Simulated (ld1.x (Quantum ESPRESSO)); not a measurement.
Transferability test, RRKJ potential for nitrogen (N)

```json
{
 "Element": "nitrogen",
 "Generator": "ld1.x (Quantum ESPRESSO) 7.5",
 "Type": "norm-conserving RRKJ (Kleinman–Bylander form)",
 "Functional": "PBE",
 "Relativity": "scalar-relativistic",
 "Frozen core": "[He]",
 "Valence charge": "5",
 "Reference configuration": "2s1 2p4",
 "Partial waves": "2s (bound): rc 0.80 bohr; 2p (bound): rc 1.15 bohr",
 "Local potential": "all-electron potential smoothed inside 0.70 bohr (lloc = -2)",
 "Core correction": "none",
 "rho0": "0.001"
}
```

Energies are relative to the spin-unpolarised reference configuration 2s1 2p4; without spin polarisation the order of configurations can differ from experiment.

```
valence configuration  charge  ΔE all-electron (eV)  error AE − PS (meV)
              2s2 2p3       0               -11.508                 +7.4
              2s2 2p2      +1                 2.084                  +26
              2s2 2p1      +2                30.938                 +114
            2s2 2p3.3    -0.3               -13.127                 +5.7
              2s1 2p0      +4               155.839                 +853
            2s2 2p2.5    +0.5                -6.414                  +13
              2s2 2p0      +3                78.020                 +461
```

Levels in the configuration 2s2 2p3.3:

```csv
level,all-electron (eV),pseudo (eV)
2s,-15.124,-15.132
2p,-3.772,-3.768
```

ld1.x printed “convergence not achieved” for 4 of the counted tests; their residual had stalled under 1e-8, short of the target of 1e-14.
